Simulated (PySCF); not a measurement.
**UHF on Xe²⁺ (xenon, charge +2)**

Configuration: [Kr] 4d10 5s2 5p4, high-spin 3P determinant. Calculation: PySCF 2.14, in aug-cc-pVQZ-PP with one added diffuse shell each of s, p, d, f, g type with ECP28MDF (8s8p6d4f3g, 117 functions); a scalar-relativistic core potential.

* Total energy: -327.140939 hartree
* One-electron energy: -551.9517 hartree
* Hartree (Coulomb) energy: 246.9087 hartree
* Exchange energy: -22.0979 hartree
* ⟨S²⟩: 2.0097
* ⟨L²⟩: 2.040
* Sum of ⟨r⟩: 26.92 bohr
* Sum of ⟨r²⟩: 41.18 bohr²
* Traceless quadrupole moment −½Σ⟨3z² − r²⟩ along its main axis: -1.86 e·bohr²

| shell | electrons | mean orbital energy (hartree) | spread (hartree) | rms radius, mean of both spins (bohr) |
| --- | --- | --- | --- | --- |
| 4s α | 1 | -9.19321 | 0 | 0.767 |
| 4s β | 1 | -9.17136 | 0 | 0.767 |
| 4p α | 3 | -6.92496 | 0.03043 | 0.820 |
| 4p β | 3 | -6.90302 | 0.00332 | 0.820 |
| 4d α | 5 | -3.45177 | 0.03156 | 0.932 |
| 4d β | 5 | -3.43552 | 0.01636 | 0.932 |
| 5s α | 1 | -1.79064 | 0 | 1.92 |
| 5s β | 1 | -1.58236 | 0 | 1.92 |
| 5p α | 3 | -1.18927 | 0.06859 | 2.23 |
| 5p β | 1 | -1.10438 | 0 | 2.23 |

Energies and moments cover only the electrons outside the core potential.
